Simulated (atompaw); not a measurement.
**u(r) = r·R(r): atom against pseudo-atom (Mg)**

Columns: radius, all-electron u(r) and pseudo u(r) of the 3s shell (level -4.78 eV) of magnesium in the configuration [Ne] 3s2 3p0; LDA (PW92), scalar-relativistic, PAW (atompaw) scheme, atompaw 4.2.0.5.

| r (bohr) | all-electron | pseudo |
| --- | --- | --- |
| 0.115 | 0.0919 | 0.0509 |
| 0.231 | -0.0841 | 0.1019 |
| 0.346 | -0.2090 | 0.1515 |
| 0.462 | -0.2486 | 0.2002 |
| 0.577 | -0.2234 | 0.2468 |
| 0.692 | -0.1598 | 0.2914 |
| 0.808 | -0.0759 | 0.3339 |
| 0.923 | 0.0143 | 0.3734 |
| 1.038 | 0.1039 | 0.4100 |
| 1.154 | 0.1889 | 0.4438 |
| 1.269 | 0.2656 | 0.4741 |
| 1.385 | 0.3341 | 0.5013 |
| 1.500 | 0.3930 | 0.5250 |
| 1.615 | 0.4431 | 0.5454 |
| 1.731 | 0.4853 | 0.5626 |
| 1.846 | 0.5193 | 0.5766 |
| 1.962 | 0.5465 | 0.5875 |
| 2.077 | 0.5670 | 0.5955 |
| 2.192 | 0.5818 | 0.6006 |
| 2.308 | 0.5915 | 0.6032 |
| 2.423 | 0.5966 | 0.6033 |
| 2.538 | 0.5977 | 0.6011 |
| 2.654 | 0.5952 | 0.5966 |
| 2.769 | 0.5898 | 0.5902 |
| 2.885 | 0.5817 | 0.5818 |
| 3.000 | 0.5715 | 0.5715 |

Question: How many radial nodes do the two functions have?

Answer: The all-electron 3s function has n − l − 1 = 2; the pseudo-wave has 0, since the states of the same l below it are removed with the core.

Question: Where does each function peak?

Answer: Outermost all-electron maximum near 2.54 bohr, pseudo maximum near 2.42 bohr (to the table’s step).

Question: Is the pseudo-wave norm-conserving?

Answer: No, it belongs to a PAW set: the norm inside the radius is not constrained, and the difference is carried by the augmentation charge.
